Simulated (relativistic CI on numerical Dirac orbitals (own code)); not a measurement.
Method of calculation: Dirac-Coulomb-Breit CI, orbitals from a KLI potential per configuration, model QED, unscaled Slater integrals (own radial code, finite nucleus).

The strongest absorption lines from the ground level of an ion, among the configurations computed and to levels below about 1250 eV (vacuum wavelength in nm, gf): 1.3996 (0.76), 2.0513 (0.011), 2.0573 (0.011), 2.5074 (0.89), 2.5553 (1.2), 2.5908 (0.31), 2.7799 (0.0095), 3.8275 (0.012).

(1) Which ion is it?
A. Os55+
B. Tl60+
C. Pa70+
D. Lu50+

Results:

(1) B. Tl60+ has 21 electrons and the ground level 3s2 3p6 3d3 4F_3/2; the strongest line goes to 3s2 3p5 3d4 2F°_5/2. The pattern of lines fixes the number of electrons, and along that sequence the line energies rise steadily with the charge (about as its square where n changes within one kind of shell, about linearly where n is kept but much faster in heavy ions where fine structure, which grows about as Z⁴, sets the gap, and irregularly where shells cross), which fixes Z. Configurations outside the model, such as inner-shell arrays, can give stronger lines. At this charge energies of transitions that change n are usually good to better than 1 %, and those within a shell (Δn = 0) to a few per cent.

LS names give the leading component of a level, which can be under half, so a name can repeat, a term be missing and a line seem to break the LS rules.
